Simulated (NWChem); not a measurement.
System: C$_{3}$H$_{5}$FSi; SMILES F[C@@H]1C=C[SiH2]1

Input file for NWChem:

```
start job
memory heap 200 mb stack 900 mb global 1100 mb
geometry units angstroms noautosym nocenter noautoz
  F      0.379831    -1.913476    -0.245793
  C      0.023414    -0.798790     0.476711
  C     -1.279577    -0.171362     0.044516
  C     -1.043387     1.131381    -0.220359
  Si     0.795018     0.908284     0.009496
  H      0.027174    -1.068142     1.548576
  H     -2.236741    -0.710692    -0.008725
  H     -1.786543     1.889848    -0.476533
  H      1.520782     1.711248     1.044345
  H      1.611652     0.885908    -1.239520
end
basis spherical
  F library def2-svp
  C library def2-svp
  Si library def2-svp
  H library def2-svp
end
dft
  xc m05-2x
  iterations 150
end
cosmo
  do_cosmo_smd true
  solvent water
end
task dft energy
```

Output (shortened):

```
             Northwest Computational Chemistry Package (NWChem) 7.3.0
             --------------------------------------------------------

                             Geometry "geometry" -> ""
                             -------------------------

 Output coordinates in angstroms (scale by  1.889725989 to convert to a.u.)

  No.       Tag          Charge          X              Y              Z
 ---- ---------------- ---------- -------------- -------------- --------------
    1 F                    9.0000     0.37983100    -1.91347600    -0.24579300
    2 C                    6.0000     0.02341400    -0.79879000     0.47671100
    3 C                    6.0000    -1.27957700    -0.17136200     0.04451600
    4 C                    6.0000    -1.04338700     1.13138100    -0.22035900
    5 Si                  14.0000     0.79501800     0.90828400     0.00949600
    6 H                    1.0000     0.02717400    -1.06814200     1.54857600
    7 H                    1.0000    -2.23674100    -0.71069200    -0.00872500
    8 H                    1.0000    -1.78654300     1.88984800    -0.47653300
    9 H                    1.0000     1.52078200     1.71124800     1.04434500
   10 H                    1.0000     1.61165200     0.88590800    -1.23952000

 Effective nuclear repulsion energy (a.u.)     214.6432775067

                                 NWChem DFT Module
                                 -----------------

 Summary of "ao basis" -> "ao basis" (spherical)
 ------------------------------------------------------------------------------
       Tag                 Description            Shells   Functions and Types
 ---------------- ------------------------------  ------  ---------------------
 F                          def2-svp                 6       14   3s2p1d
 C                          def2-svp                 6       14   3s2p1d
 Si                         def2-svp                 8       18   4s3p1d
 H                          def2-svp                 3        5   2s1p

 in cosmo_initialize ...
 calling solv_data for solv:h2o

 solvent parameters
 solvname_short: h2o
 solvname_long:  water
 dielec:       78.4000
 dielecinf:     1.7769
 aqueous SMD model solvent descriptors
 dielec:       78.4000
 sola:          0.8200

          ---------------
          -cosmo- solvent
          ---------------
 Cosmo: York-Karplus, doi: 10.1021/jp992097l
 dielectric constant -eps-     =  78.40
 screen = (eps-1)/(eps    )    =   0.98724
 surface charge correction     = lagrangian

   van der Waals surface
 --------------------------

 ---------- ATOMIC COORDINATES (A.U.) ------------ VDWR(ANG.) --
     1    0.71777651   -3.61594533   -0.46448142     1.730
     2    0.04424604   -1.50949422    0.90085317     1.850
     3   -2.41804991   -0.32382722    0.08412304     1.850
     4   -1.97171553    2.13800008   -0.41641813     1.850
     5    1.50236618    1.71640788    0.01794484     2.470
     6    0.05135141   -2.01849570    2.92638431     1.200
     7   -4.22682760   -1.34301314   -0.01648786     1.200
     8   -3.37607674    3.57129488   -0.90051679     1.200
     9    2.87386127    3.23378982    1.97352589     1.200
    10    3.04558067    1.67412337   -2.34235316     1.200
 number of segments per atom =        128
 number of   points per atom =        128
 atom (   nspa,  nppa )
 ----------------------
    1 (     80,     0 )       0
    2 (     18,     0 )       0
    3 (     47,     0 )       0
    4 (     49,     0 )       0
    5 (     83,     0 )       0
    6 (     52,     0 )       0
    7 (     55,     0 )       0
    8 (     55,     0 )       0
    9 (     35,     0 )       0
   10 (     32,     0 )       0
 number of -cosmo- surface points =      506
 molecular surface =    122.940 angstrom**2
 molecular volume  =    105.901 angstrom**3
 -lineq- algorithm             =   0
 -bem- low  level              =   3
 -bem- from -octahedral-
 gaussian surface charge width =   4.50000
 degree of switching           =   1.00000
 switching function tolerance  =   0.00010
 atomic radii =
 --------------
    1  9.000  1.730
    2  6.000  1.850
    3  6.000  1.850
    4  6.000  1.850
    5 14.000  2.470
    6  1.000  1.200
    7  1.000  1.200
    8  1.000  1.200
    9  1.000  1.200
   10  1.000  1.200
 ...... end of -cosmo- initialization ......

 nat:                    10
 ixmem:                  5529
 calling mnsol_interface()
 G(SMD-CDS) energy (kcal/mol)  =     3.951
 SMD-CDS SASA (angstrom**2)    =   143.479

            General Information
            -------------------
          SCF calculation type: DFT
          Wavefunction type:  closed shell.
          No. of atoms     :    10
          No. of electrons :    46
           Alpha electrons :    23
            Beta electrons :    23
          Charge           :     0
          Spin multiplicity:     1
          Use of symmetry is: off; symmetry adaption is: off
          Maximum number of iterations: 150
          AO basis - number of functions:    99
                     number of shells:    47
          Convergence on energy requested:  1.00D-06
          Convergence on density requested:  1.00D-05
          Convergence on gradient requested:  5.00D-04

              XC Information
              --------------
                       M05-2X Method XC Functional
                     Hartree-Fock (Exact) Exchange  0.560
                M05-2X metaGGA Exchange Functional  0.440
                      M05-2X Correlation Potential  1.000

             Grid Information
             ----------------
          Grid used for XC integration:  medium
          Radial quadrature: Mura-Knowles
          Angular quadrature: Lebedev.
          Tag              B.-S. Rad. Rad. Pts. Rad. Cut. Ang. Pts.
          ---              ---------- --------- --------- ---------
          F                   0.50       49          11.0       434
          C                   0.70       49          10.0       434
          Si                  1.10       88          10.0       590
          H                   0.35       45          12.0       434
          Grid pruning is: on
          Number of quadrature shells:   509
          Spatial weights used:  Erf1

      Superposition of Atomic Density Guess
      -------------------------------------

 Sum of atomic energies:        -503.40188233

      Non-variational initial energy
      ------------------------------

 Total energy =    -505.953428
 1-e energy   =   -1119.984632
 2-e energy   =     399.387927
 HOMO         =      -0.300489
 LUMO         =      -0.015246

   convergence    iter        energy       DeltaE   RMS-Dens  Diis-err
 ---------------- ----- ----------------- --------- --------- ---------
     COSMO gas phase
 d= 0,ls=0.0,diis     1   -506.2425666022 -7.21D+02  8.20D-03  4.55D-01
 d= 0,ls=0.0,diis     2   -506.2721855691 -2.96D-02  3.53D-03  3.31D-01
 d= 0,ls=0.0,diis     3   -506.3003983690 -2.82D-02  9.59D-04  1.71D-02
 d= 0,ls=0.0,diis     4   -506.3020335596 -1.64D-03  2.88D-04  8.99D-04
 d= 0,ls=0.0,diis     5   -506.3021302188 -9.67D-05  1.05D-04  1.94D-04
  Resetting Diis
 d= 0,ls=0.0,diis     6   -506.3021547002 -2.45D-05  2.95D-05  9.21D-06
 d= 0,ls=0.0,diis     7   -506.3021558254 -1.13D-06  1.81D-05  1.27D-06
 d= 0,ls=0.0,diis     8   -506.3021558353 -9.91D-09  8.42D-06  1.43D-06

   convergence    iter        energy       DeltaE   RMS-Dens  Diis-err
 ---------------- ----- ----------------- --------- --------- ---------
     COSMO solvation phase
 d= 0,ls=0.0,diis     1   -506.3006008389  1.55D-03  1.19D-03  2.11D-03
 d= 0,ls=0.0,diis     2   -506.3011521583 -5.51D-04  2.34D-04  5.68D-04
 d= 0,ls=0.0,diis     3   -506.3011986802 -4.65D-05  1.09D-04  1.27D-04
 d= 0,ls=0.0,diis     4   -506.3012116829 -1.30D-05  3.13D-05  7.14D-06
 d= 0,ls=0.0,diis     5   -506.3012124893 -8.06D-07  1.06D-05  7.53D-07
 d= 0,ls=0.0,diis     6   -506.3012126032 -1.14D-07  3.20D-06  5.44D-08

         Total DFT energy =     -506.301212603229
      One electron energy =    -1123.861695958084
           Coulomb energy =      452.231921543614
    Exchange-Corr. energy =      -49.445437033229
 Nuclear repulsion energy =      214.643277506683

             COSMO energy =        0.130721337788

 Numeric. integr. density =       46.000004929965

                                COSMO-SMD solvation results
                                ---------------------------

             internal energy in gas <Psi(g)|H|Psi(g)> =      -506.302155835298
         internal energy in solvent <Psi(s)|H|Psi(s)> =      -506.301431874464
                               delta internal energy  =         0.000723960834 (    0.45 kcal/mol)
   total free energy in solvent <Psi(s)|H+V/2|Psi(s)> =      -506.307509640330
 polarization energy contribution <Psi(s)|V/2|Psi(s)> =        -0.006077765866 (   -3.81 kcal/mol)
    total free energy in solvent including G(SMD-CDS) =      -506.301212603229
                       G(SMD-CDS) energy contribution =         0.006297037101 (    3.95 kcal/mol)
     1 M fixed-concentration free energy of solvation =         0.000943232069 (    0.59 kcal/mol)

                       DFT Final Molecular Orbital Analysis
                       ------------------------------------

 Vector   21  Occ=2.000000D+00  E=-3.690207D-01
              MO Center= -3.3D-01,  6.1D-01,  1.1D-02, r^2= 3.1D+00
   Bfn.  Coefficient  Atom+Function         Bfn.  Coefficient  Atom+Function
  ----- ------------  ---------------      ----- ------------  ---------------
    46      0.374834   4 C  px               64     -0.217350   5 Si px
    49      0.184292   4 C  px               85     -0.176746   8 H  s
    67     -0.166764   5 Si px               32     -0.160999   3 C  px
    19     -0.153771   2 C  py               20      0.152011   2 C  pz
    17     -0.148627   2 C  s                80      0.145602   7 H  s

 Vector   22  Occ=2.000000D+00  E=-3.551580D-01
              MO Center= -2.0D-01,  8.3D-02, -8.7D-02, r^2= 3.1D+00
   Bfn.  Coefficient  Atom+Function         Bfn.  Coefficient  Atom+Function
  ----- ------------  ---------------      ----- ------------  ---------------
    34      0.293432   3 C  pz               18     -0.242436   2 C  px
    48      0.239528   4 C  pz               37      0.215340   3 C  pz
    95      0.201767  10 H  s                51      0.165340   4 C  pz
     5     -0.150190   1 F  py               17     -0.139053   2 C  s
    96      0.135758  10 H  s                19     -0.133589   2 C  py

 Vector   23  Occ=2.000000D+00  E=-3.332287D-01
              MO Center= -2.4D-01,  1.1D-01,  2.0D-01, r^2= 3.2D+00
   Bfn.  Coefficient  Atom+Function         Bfn.  Coefficient  Atom+Function
  ----- ------------  ---------------      ----- ------------  ---------------
    48      0.250045   4 C  pz               18      0.222735   2 C  px
    34      0.207430   3 C  pz               51      0.197081   4 C  pz
    65     -0.191693   5 Si py                4      0.188902   1 F  px
    31     -0.176065   3 C  s                19      0.173706   2 C  py
    32     -0.173887   3 C  px               90     -0.173173   9 H  s

 Vector   24  Occ=0.000000D+00  E= 2.380893D-02
              MO Center= -9.2D-01,  4.2D-01, -5.7D-02, r^2= 2.7D+00
   Bfn.  Coefficient  Atom+Function         Bfn.  Coefficient  Atom+Function
  ----- ------------  ---------------      ----- ------------  ---------------
    37      0.551065   3 C  pz               51     -0.534133   4 C  pz
    34      0.385027   3 C  pz               48     -0.354933   4 C  pz
    69     -0.291201   5 Si pz               96     -0.275667  10 H  s
    17      0.254654   2 C  s                35     -0.201504   3 C  px
    22      0.197163   2 C  py               31     -0.195455   3 C  s

 Vector   25  Occ=0.000000D+00  E= 5.605390D-02
              MO Center=  8.9D-01,  9.3D-01,  2.8D-02, r^2= 3.7D+00
   Bfn.  Coefficient  Atom+Function         Bfn.  Coefficient  Atom+Function
  ----- ------------  ---------------      ----- ------------  ---------------
    68      1.054554   5 Si py               17      0.954908   2 C  s
    45     -0.863288   4 C  s                67     -0.513958   5 Si px
    22      0.388957   2 C  py               69     -0.290002   5 Si pz
    49     -0.265288   4 C  px               86      0.210694   8 H  s
    37     -0.177758   3 C  pz               65      0.174574   5 Si py

 Vector   26  Occ=0.000000D+00  E= 1.018168D-01
              MO Center=  9.2D-01,  9.1D-01,  1.2D-01, r^2= 4.4D+00
   Bfn.  Coefficient  Atom+Function         Bfn.  Coefficient  Atom+Function
  ----- ------------  ---------------      ----- ------------  ---------------
    67      1.721543   5 Si px               17      1.399574   2 C  s
    45      1.123642   4 C  s                96     -0.963899  10 H  s
    68      0.812761   5 Si py               91     -0.710320   9 H  s
    60     -0.485542   5 Si s                49      0.407922   4 C  px
    59      0.391937   5 Si s                69     -0.382133   5 Si pz

     Multipole analysis of the density
     ---------------------------------

     L   x y z        total         alpha         beta         nuclear
     -   - - -        -----         -----         ----         -------
     0   0 0 0     -0.000000    -23.000000    -23.000000     46.000000

     1   1 0 0     -0.401465     -0.094677     -0.094677     -0.212112
     1   0 1 0      0.649691      1.108859      1.108859     -1.568027
     1   0 0 1      0.437493     -0.342651     -0.342651      1.122796

     2   2 0 0    -25.622370    -83.539705    -83.539705    141.457040
     2   1 1 0      0.649914      0.497484      0.497484     -0.345054
     2   1 0 1      0.433725     -1.343091     -1.343091      3.119906
     2   0 2 0    -29.108585   -130.824022   -130.824022    232.539459
     2   0 1 1     -1.794130      1.481622      1.481622     -4.757374
     2   0 0 2    -27.573612    -27.114130    -27.114130     26.654648
```

Level: M05-2X/def2-SVP, SMD on the gas-phase geometry. Structure relaxed at the PBE0/def2-SVP level. Solvent: water.
